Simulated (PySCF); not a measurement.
A GIAO shielding run with PySCF (density fitting, non-relativistic, gas phase) on `InChI=1S/C5H10FNSi2/c6-9-5(4-7)2-1-3-8-5/h1-3,8-9H2/t5-/m0/s1`:

```
$ OMP_NUM_THREADS=1 python probes_run.py task.json out

{"job": {"kind": "nmr", "xc": "PBE0", "basis": "pcSseg-1"}, "charge": 0, "multiplicity": 1}
N      0.066887    -1.274348     2.751215
C      0.285959    -0.846990     1.709749
C      0.560513    -0.318911     0.415420
Si     2.385708    -0.676686     0.005519
F      2.650259     0.051449    -1.410044
C     -0.405037    -0.954306    -0.608061
C     -1.770555    -0.292448    -0.452942
C     -1.574005     1.224927    -0.520803
Si     0.051375     1.551686     0.415189
H      2.623630    -2.087314    -0.255083
H      3.295751    -0.052672     0.948557
H     -0.474880    -2.034614    -0.458930
H     -0.027830    -0.773652    -1.617896
H     -2.461184    -0.641538    -1.223758
H     -2.186601    -0.564439     0.520134
H     -2.435033     1.747504    -0.109365
H     -1.483230     1.537203    -1.562139
H     -0.113900     2.044060     1.782790
H      1.002370     2.370337    -0.337015
```

Hardware: 1 thread of an AMD EPYC, shared host. The job also computes population analyses, field gradients, ring-centre shieldings.

(1) How large is the calculation?

(2) How long does it take, and how much memory does it need?

## Answers

(1) 84 electrons, 217 basis functions and 1166 auxiliary functions.

(2) 74 s of wall time, with 14 SCF cycles and 5 response iterations; peak memory 0.89 GiB. Times on a shared host scatter by some tens of per cent.
